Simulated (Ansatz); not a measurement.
One change: `O[SiH](F)I` becomes `F[SiH](S)I`.

Ansatz, PBE0-D4/def2-TZVP geometries, multiplicity 1. Each molecule was computed in one conformer, which needn't be the lowest.

Elements past krypton have def2 core potentials.

```csv
property,`O[SiH](F)I`
HOMO energy (B3LYP/def2-TZVPP) / eV,-7.77
LUMO energy (B3LYP/def2-TZVPP) / eV,-0.47
LUMO energy (PBE/def2-TZVPP) / eV,-1.09
HOMO energy (ωB97M-V/def2-TZVPP) / eV,-10.17
HOMO–LUMO gap (ωB97M-V/def2-TZVPP) / eV,11.83
HOMO–LUMO gap (B3LYP/def2-TZVPP) / eV,7.30
```

(1) Give the same properties after the change, and the shifts. (Estimate.)

Answers

(1) The calculation gave: 
```json
{"property": "HOMO energy (B3LYP/def2-TZVPP) / eV", "`F[SiH](S)I`": "-7.56", "shift": "0.21"}
{"property": "LUMO energy (B3LYP/def2-TZVPP) / eV", "`F[SiH](S)I`": "-1.21", "shift": "-0.74"}
{"property": "LUMO energy (PBE/def2-TZVPP) / eV", "`F[SiH](S)I`": "-1.84", "shift": "-0.75"}
{"property": "HOMO energy (ωB97M-V/def2-TZVPP) / eV", "`F[SiH](S)I`": "-9.93", "shift": "0.24"}
{"property": "HOMO–LUMO gap (ωB97M-V/def2-TZVPP) / eV", "`F[SiH](S)I`": "10.86", "shift": "-0.97"}
{"property": "HOMO–LUMO gap (B3LYP/def2-TZVPP) / eV", "`F[SiH](S)I`": "6.35", "shift": "-0.95"}
```

With PBE0 the HOMO rises by 0.21 eV and the LUMO falls by 0.77 eV, so the gap narrows by about 0.98 eV. PBE moves the HOMO by 0.21 eV and ωB97M-V by 0.24 eV.

B3LYP here is the variant with VWN-RPA as its local correlation; programs differ in this.

Spin–orbit coupling is left out; it splits and shifts lone-pair levels of the heavy atoms by tenths of an eV.
